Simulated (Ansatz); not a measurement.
`[NH2][Mo](=[S])(=[S])[Cl]` + H–F → `[NH2][Mo]([F])(=[S])=[S]` + HCl at 298.15 K and 1 bar (ligand exchange at a Mo–Cl bond).

Computed with Ansatz on PBE0-D4/def2-TZVP structures; ΔE is electronic, products minus reactants. CCSD(T)/CBS adds triple-zeta CCSD(T) − MP2 to the extrapolated MP2 energy (def2 sets, frozen cores). This one scheme is used for every species. Elements past krypton have def2 core potentials. For Mo outer-core shells are correlated without core-valence functions, which leaves a few kJ/mol of doubt a bond. Each species was taken in one conformer, which may not be the lowest.

```tsv
species	CCSD(T)/CBS energy (Eh)	H − E (kJ/mol)	S (J/(mol·K))
`[NH2][Mo](=[S])(=[S])[Cl]`	-1379.53298	102.5	364.2
H–F	-100.39570	33.5	173.6
`[NH2][Mo]([F])(=[S])=[S]`	-1019.53735	104.0	352.3
HCl	-460.38127	26.6	186.8
```

H − E and S are ideal-gas, rigid-rotor, harmonic terms from PBE0-D4/def2-TZVP, for one conformer and one mirror image of each species. 1 Eh = 2625.50 kJ/mol, R = 8.31446 J/(mol·K).

Q: By hand: ΔE, ΔH, ΔS and ΔG.

A: ΔE = (-1019.53735) + (-460.38127) − (-1379.53298) − (-100.39570) = 0.01006 Eh = 26.4 kJ/mol. Δ(H − E) = 104.0 + 26.6 − 102.5 − 33.5 = -5.4, so ΔH = 21.0 kJ/mol. ΔS = 352.3 + 186.8 − 364.2 − 173.6 = 1.3 J/(mol·K). ΔG = 21.0 − 298.15 × (1.3)/1000 = 20.6 kJ/mol.

Q: By hand: the equilibrium constant, and the temperature at which ΔG would vanish if ΔH and ΔS stayed fixed.

A: log₁₀ K = −ΔG/(RT ln 10) = -3.6. ΔG = 0 at ΔH/ΔS = 16154 K, far beyond where these terms or the molecules hold.

The number of gas molecules stays the same, so ΔS is small and ΔH decides. A doubt of 5 kJ/mol in ΔE shifts log₁₀ K by 0.9 here. Other conformers and mirror images would add mixing entropy, several J/(mol·K) or more a flexible species. These are equilibria of isolated gas molecules and say nothing of rates. Largest T1 diagnostic: 0.024 (customary marks: 0.02 for closed shells, 0.045 for open ones).
